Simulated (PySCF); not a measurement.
## P³⁺: ionisation energy

P³⁺ [Ne] 3s2 (1S) → P⁴⁺ [Ne] 3s1 (2S), as a difference of total energies. Computed with PySCF 2.14 in an uncontracted even-tempered set (20 s from 0.09 bohr⁻², ratio 2.5; 12 p from 0.12 bohr⁻², ratio 2.5; 5 d from 0.68 bohr⁻², ratio 2.7; 5 f from 1 bohr⁻², ratio 2.7), with scalar relativity by spin-free X2C-1e. Correlated levels: outer shells: 1s2 frozen; virtual orbitals above 40 to 60 times the deepest correlated orbital energy dropped. The calculations carry no spin-orbit coupling.

```json
{"method": "UHF", "ionisation energy (eV)": "49.804", "error (eV)": "-1.640"}
{"method": "MP2 (outer shells)", "ionisation energy (eV)": "51.129", "error (eV)": "-0.315"}
{"method": "SCS-MP2 (outer shells)", "ionisation energy (eV)": "51.256", "error (eV)": "-0.188"}
{"method": "CCSD (outer shells)", "ionisation energy (eV)": "51.363", "error (eV)": "-0.081"}
{"method": "CCSD(T) (outer shells)", "ionisation energy (eV)": "51.414", "error (eV)": "-0.030"}
```

Reference: 51.444 eV (measured; NIST Atomic Spectra Database, ionization energies).
